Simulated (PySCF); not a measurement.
## Correlation energy of Nb (niobium, neutral)

[Kr] 4d3 5s2, high-spin 4F determinant (an excited configuration). Computed with PySCF 2.14 in def2-QZVPPD with the def2 core potential (28 electrons) (7s5p4d3f2g, 81 functions), with scalar relativity through the core potential. Frozen: nothing; 13 electrons correlated.

MP2 pair energies summed by pair of shells (mhartree):

| pair | energy | share (%) |
| --- | --- | --- |
| 4p-4p | -109.68 | 30.7 |
| 4p-4d | -97.44 | 27.3 |
| 4s-4p | -36.59 | 10.2 |
| 4d-5s | -31.49 | 8.8 |
| 4p-5s | -25.97 | 7.3 |
| 5s-5s | -19.59 | 5.5 |
| 4d-4d | -16.16 | 4.5 |
| 4s-4d | -12.01 | 3.4 |
| 4s-4s | -6.59 | 1.8 |
| 4s-5s | -1.52 | 0.4 |

Total MP2 correlation energy: -357.03 mhartree.

Same-spin part -104.46 and opposite-spin part -252.57 mhartree; SCS-MP2 scales them by 1/3 and 6/5 to -337.90 mhartree.

The basis has no tight functions for the innermost shells, so their pair energies are far from complete.

This basis was not built for core-valence correlation, so the inner-shell part is incomplete.
